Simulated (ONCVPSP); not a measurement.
## Ga: one change to an ONCV potential, before and after

ONCVPSP 4.0.1 input, shortened (lines: element, Z, core and valence counts, functional; n l f; lmax; l rc ep ncon nbas qcut; lloc lpopt rc5 dvloc0; l nproj debl; icmod fcfact rcfact), PW91, scalar-relativistic:

```
  Ga 31.00    5    3  -109134      upf
    1    0    2.00
    2    0    2.00
    2    1    6.00
    3    0    2.00
    3    1    6.00
    3    2   10.00
    4    0    1.00
    4    1    2.00
    2
    0    1.75    0.00    5    8    3.30
    1    2.35    0.00    4    7    3.80
    2    1.05    0.00    5    9   13.60
    4    5    0.80    2.00
    0    3    1.80
    1    3    0.50
    2    3    1.70
    1    0.35    0.00
```

All-electron outer shells of the reference configuration (PW91, scalar-relativistic, ld1.x):

```json
{"shell": "3s", "level (eV)": "-150.05", "outermost node (bohr)": "0.27", "outermost maximum (bohr)": "0.56"}
{"shell": "3p", "level (eV)": "-100.84", "outermost node (bohr)": "0.24", "outermost maximum (bohr)": "0.56"}
{"shell": "3d", "level (eV)": "-21.11", "outermost node (bohr)": "–", "outermost maximum (bohr)": "0.53"}
{"shell": "4s", "level (eV)": "-10.11", "outermost node (bohr)": "0.80", "outermost maximum (bohr)": "1.87"}
{"shell": "4p", "level (eV)": "-3.39", "outermost node (bohr)": "0.87", "outermost maximum (bohr)": "2.44"}
```

Change: d: rc 0.86.

Cutoffs: the cutoffs (Ha) at which the residual kinetic energy of the hardest occupied pseudo-wave falls to 1 and 0.1 mHa per electron; they do not see the model core or the augmentation charge, which bear on the density cutoff. Errors are all-electron minus pseudo energies relative to the spin-unpolarised reference configuration.

Problem. What does the change do?

Solution. The potential gets harder (89 Ha and 227 Ha → 348 Ha and 408 Ha); both files keep a bound ghost (s); the errors of the 4 common tests hardly move. A smaller radius makes the pseudo-wave follow the all-electron one further in, where it bends more sharply, so more plane waves are needed.

| quantity | base | changed |
| --- | --- | --- |
| cutoff, loose | 89 Ha | 348 Ha |
| cutoff, tight | 227 Ha | 408 Ha |
| loose cutoff by channel | s 13 Ha, p 3.0 Ha, d 89 Ha | s 13 Ha, p 3.0 Ha, d 348 Ha |
| bound ghosts | s | s |
| GHOST(+) flags under 300 eV | p at 85.6 eV | p at 85.6 eV, d at 103.9 eV |
| error for 3d10 4s2 4p1, meV [ΔE -6.57 eV] | +0.3 | +0.2 |
| error for 3d10 4s2 4p0, meV [ΔE -0.82 eV] | +0.6 | +0.5 |
| error for 3d10 4s1 4p0, meV [ΔE 20.40 eV] | -13 | -13 |
| error for 3d10 4s2 4p0.5, meV [ΔE -4.51 eV] | +0.7 | +0.6 |
| s: phases at 1.78 bohr within 0.05 rad from the reference energy up to (Ha; the scan ends near 5) | to the end of the scan | to the end of the scan |
| p: phases at 2.39 bohr within 0.05 rad from the reference energy up to (Ha; the scan ends near 5) | 2.5 | 2.5 |
| rms error of d²Exc/dni dnj with the model core, mHa | 2.59 | 2.75 |

 A true bound ghost makes a file unfit for plane-wave use even where its test errors are small: the radial tests pick states by their node count and pass the ghost by.
